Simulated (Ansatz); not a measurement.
Consider the ligand exchange at the Si–O bond: `O[SiH2]O[SiH](O)O` + `S[SiH2]Cl` → `O[SiH2]S[SiH2]Cl` + `O[SiH](O)O`.

Program: Ansatz. Geometries: PBE0-D4/def2-TZVP. ΔE: electronic, gas phase. CBS: MP2 limit from def2 TZ/QZ plus the TZ coupled-cluster correction, frozen cores. DFT in def2-TZVPP. One conformer a species, not always the lowest.

`O[SiH2]O[SiH](O)O`:

Cartesian coordinates in Å:
```
O 0.125 -0.500 -1.926
Si -0.087 1.028 -1.322
O -0.034 0.887 0.291
Si 0.273 -0.241 1.445
O 0.169 -1.717 0.756
O -0.778 -0.128 2.680
H 0.571 -0.601 -2.768
H 1.004 1.904 -1.819
H -1.409 1.561 -1.719
H 1.596 0.039 2.027
H 0.221 -1.723 -0.207
H -1.649 -0.510 2.561
```

`S[SiH2]Cl`:

Z-matrix (Å, degrees):
```
Si
Cl 1 2.054
S 1 2.120 2 112.9
H 1 1.478 2 108.5 3 -116.6
H 1 1.479 2 106.5 3 122.3
H 3 1.344 1 94.3 2 70.4
```

`O[SiH2]S[SiH2]Cl`:

Z-matrix (Å, degrees):
```
Si
S 1 2.145
O 1 1.638 2 112.0
H 1 1.483 2 103.8 3 122.9
H 1 1.478 2 111.1 3 -117.2
Si 2 2.121 1 97.5 3 47.5
H 3 0.959 1 118.5 2 44.2
Cl 6 2.059 2 111.6 1 -83.8
H 6 1.479 2 110.9 1 35.8
H 6 1.477 2 107.5 1 158.9
```

`O[SiH](O)O`:

Z-matrix (Å, degrees):
```
Si
O 1 1.641
O 1 1.633 2 105.0
O 1 1.630 2 114.4 3 -119.5
H 1 1.476 2 110.6 3 122.9
H 2 0.958 1 117.9 3 -173.6
H 3 0.958 1 116.6 2 25.4
H 4 0.959 1 117.6 2 72.3
```

```
             level  ΔE (kcal/mol)  difference from CCSD(T)/CBS
            PBE-D4            9.3                         -3.8
           PBE0-D4           10.5                         -2.6
           ωB97X-V           13.1                          0.0
           ωB97M-V           12.9                         -0.2
            B2PLYP           14.3                          1.2
               PBE           10.0                         -3.1
              PBE0           11.1                         -2.0
SCS-MP2/def2-TZVPP           14.1                          1.0
   CCSD/def2-TZVPP           14.7                          1.6
    MP2/def2-QZVPP           12.3                         -0.8
       CCSD(T)/CBS           13.1                            0
```

Largest T1 diagnostic among the species: 0.012.

The D4 term adds −1.2 kcal/mol with B3LYP and −0.6 kcal/mol with PBE0; it sums over pairs of atoms, weighted by their polarisabilities, and B3LYP, whose exchange is more repulsive, gets the larger term. From PBE to PBE0 (25 % exact exchange), in def2-TZVPP and without D4, ΔE moves by +1.1 kcal/mol. In def2-TZVPP, CCSD(T) changes the Hartree–Fock value by −4.1 kcal/mol (the triples alone add −0.9 kcal/mol) and MP2 by −5.4 kcal/mol.

B3LYP here is the variant with VWN-RPA as its local correlation; programs differ in this.
